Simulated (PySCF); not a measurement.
Correlation energy of Ta⁵⁺ (tantalum, charge +5)

Starting occupation: [Xe] 4f14. Computed with PySCF 2.14 in x2c-TZVPPall-2c with one added diffuse shell each of s, p, d, f type (12s12p11d4f1g, 140 functions), with X2C-1e with screened-nucleus spin-orbit coupling, Gaussian nucleus. Frozen: [Kr] 4d10; 22 electrons correlated; the 34 highest virtual spinors left out.

MP2 pair energies summed by pair of shells (mhartree):

```tsv
pair	energy	share (%)
5p3/2-5p3/2	-55.45	18.5
5p1/2-5p3/2	-50.37	16.8
4f5/2-4f7/2	-31.36	10.4
4f7/2-5p3/2	-25.37	8.4
4f7/2-4f7/2	-23.84	7.9
4f5/2-5p3/2	-22.19	7.4
4f7/2-5p1/2	-15.27	5.1
5p3/2-5s1/2	-15.05	5.0
4f5/2-4f5/2	-13.20	4.4
5p1/2-5p1/2	-12.94	4.3
4f7/2-5s1/2	-8.53	2.8
4f5/2-5p1/2	-8.14	2.7
5p1/2-5s1/2	-6.98	2.3
4f5/2-5s1/2	-6.24	2.1
5s1/2-5s1/2	-5.47	1.8
```

Total MP2 correlation energy: -300.41 mhartree.

The virtual space was cut to 108 spinors, which keep -298.45 of the -300.41 mhartree of MP2 correlation.

```json
{"level": "CCSD", "correlation energy (mhartree)": "-303.40"}
```

Diagnostics: T1 = 0.0049, largest double amplitude 0.036.

Cost of the coupled-cluster step: 360 s of wall time on 4 threads of Neoverse-V1 (shared host), for 22 occupied and 108 virtual spinors.

This basis was not built for core-valence correlation, so the inner-shell part is incomplete.
